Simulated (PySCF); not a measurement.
# A search over the determinants of GaBr

Unrestricted PBE0; PySCF, no relativity, basis sets Ga def2-TZVPPD, Br def2-TZVPPD. Outer shells of the fragments: Ga 3d10 4s2 4p1; Br 3d10 4s2 4p5.

Followed along the bond (rough minima from three points):

| 2Ms+1 | unpaired | ⟨S²⟩ at the start | R at minimum (Å) | Te (eV) |
| --- | --- | --- | --- | --- |
| 1 | none | 0.00 | 2.38 | 0.00 |
| 3 | σ ↑, π ↑ | 2.00 | 2.33 | 3.28 |

Solutions found at the starting distance of 2.320 Å, counted from the lowest of them; the search is not exhaustive and high or unbound solutions are not listed, so other states can lie among these:

```csv
2Ms+1,unpaired,term,E (eV),⟨S²⟩,⟨Lz²⟩,μ (D)
1,none,¹Σ⁺,0.00,0.00,0.00,-2.12
3,"σ ↑, π ↑",³Π,3.26,2.00,1.00,-1.29
1,"σ ↓, π ↑",mixed,3.79,1.01,1.01,-0.81
3,π ↑↑,mixed,5.37,2.01,2.01,3.24
3,σ ↑↑,³Σ⁺,5.54,2.00,0.00,0.13
3,π ↑↑,mixed,5.55,2.01,2.02,3.36
3,"σ ↑, π ↑",³Π,7.31,2.01,1.01,-0.06
```

A term symbol is given only where ⟨S²⟩ and ⟨Lz²⟩ are close to those of a pure state; real π, δ and φ orbitals otherwise mix terms. A positive dipole means Ga(−)Br(+).

Counting both spins, an empty level lies below a filled one in some of these solutions, because spin and occupation are held.
